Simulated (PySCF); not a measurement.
CH₉NSi₄, SMILES [SiH3][Si@H]1[SiH2]C=N[SiH2]1.

The structure is a stationary point at PBE-D3(BJ)/def2-SVP. The structure was generated by enumeration; whether it is a known compound was not checked.

Calculation: PySCF 2.14.0 with TDA-PBE/def2-SVPD.

Vertical excitations. Isolated molecule, no solvent.

Computed UV-visible absorptions:
| state | energy (eV) | λ (nm) | f | main pairs |
|---|---|---|---|---|
| S1 | 3.26 | 380 | 0.000 | HOMO→LUMO 99 % |
| S2 | 4.10 | 302 | 0.002 | HOMO→LUMO+1 75 %, HOMO→LUMO+2 24 % |
| S3 | 4.28 | 290 | 0.011 | HOMO→LUMO+2 73 %, HOMO→LUMO+1 23 % |
| S4 | 4.47 | 277 | 0.001 | HOMO−1→LUMO 98 % |
| S5 | 4.69 | 264 | 0.002 | HOMO−2→LUMO 97 % |
| S6 | 4.85 | 256 | 0.016 | HOMO→LUMO+4 54 %, HOMO→LUMO+3 43 % |
| T1 | 2.67 | 465 | 0 | HOMO→LUMO 99 % |
| T2 | 3.89 | 318 | 0 | HOMO→LUMO+1 68 %, HOMO→LUMO+2 31 % |
Triplets are in the Tamm–Dancoff approximation.
